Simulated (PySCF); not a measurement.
Dipole moment and polarisability of `[SiH3]O[C@@H]1C=CC[SiH2]1`

Species: C4H10OSi2.
Geometry (PBE0-D3(BJ)/def2-SVP, Å), atoms numbered from 1 in this order:
```
atom  x, y, z in Å
Si1    2.6623   -0.5054   -0.1064
O2     1.1672    0.1383    0.2463
C3     0.0756    0.0471   -0.6584
C4    -0.9841    1.0406   -0.2687
C5    -2.2367    0.6229   -0.0407
C6    -2.5793   -0.8377   -0.1712
Si7   -0.8988   -1.6174   -0.5871
H8     2.5671   -1.9862   -0.3179
H9     3.2175    0.1053   -1.3563
H10    3.5444   -0.2080    1.0529
H11    0.4230    0.2719   -1.6889
H12   -0.6948    2.0926   -0.1680
H13   -3.0195    1.3368    0.2410
H14   -3.3171   -1.0079   -0.9743
H15   -3.0398   -1.2274    0.7523
H16   -0.3634   -2.5118    0.4819
H17   -0.9068   -2.3581   -1.8862
```

Level: CAM-B3LYP/def2-SVPD (PySCF), static field, nuclei fixed, core orbitals frozen in the response. The polarisability tensor in these axes (au):

```
x   122.17   1.59  -1.10
y     1.59  99.65   2.14
z    -1.10   2.14  83.52
```

Problem. What are the eigenvalues, a third of the trace, and Δα (Δα² = ½Σ(αi − αj)² over the three pairs)?

Solution. Principal values 83.19, 99.84 and 122.30 au; mean 101.78 au = 15.08 Å³ = 16.78 × 10⁻⁴⁰ C²·m²/J; Δα = 33.99 au (33 % of the mean).

Problem. What is the dipole moment, and where does it point?

Solution. (-0.92, -0.14, -0.74) D, 1.19 D in size, pointing from the negative to the positive side. Measured along this direction, the outermost atoms are H10 at the negative end and H14 at the positive end.

Problem. How large is μ²/3kT at 350 K beside α?

Solution. In Gaussian units μ²/3kT = 9.75 Å³ against 15.08 Å³, a ratio of 0.65; the Debye molar polarisation (4π/3)N_A(α + μ²/3kT) is 62.7 cm³/mol, leaving out the vibrational part.

Problem. Traceless (Buckingham) quadrupole moment about the centre of nuclear charge: eigenvalues?

Solution. -4.58, -0.83, 5.41 D·Å. The values depend on the origin, since the dipole doesn't vanish. The electronic extent ⟨r²⟩ about the same centre is 1342 bohr², a root-mean-square distance of 2.32 Å for the 70 electrons.

Problem. Directions of the eigenvectors, and the extent of the frame along each?

Solution. Largest value along (1.00, 0.07, -0.02), where the nuclei span 6.85 Å; middle along (-0.06, 0.99, 0.13), 4.62 Å; least along (0.03, -0.13, 0.99), 2.88 Å. The response follows the extents in order.

Problem. What molar refraction does this α imply?

Solution. Lorentz–Lorenz: R = (4π/3)N_A α = 2.5225 cm³/(mol·Å³) × 15.08 Å³ = 38.0 cm³/mol, in the limit of long wavelengths.

The structure is a single PBE0-D3(BJ)/def2-SVP conformer in the gas phase; no vibrational or solvent corrections.

The run behind these numbers computed excited states and ΔSCF ions as well. Hardware: one thread, Arm Neoverse V2 (aarch64), shared host with 32 logical CPUs at a one-minute load of 32. Cost: 3.2 min, 1.3 GiB resident at most.
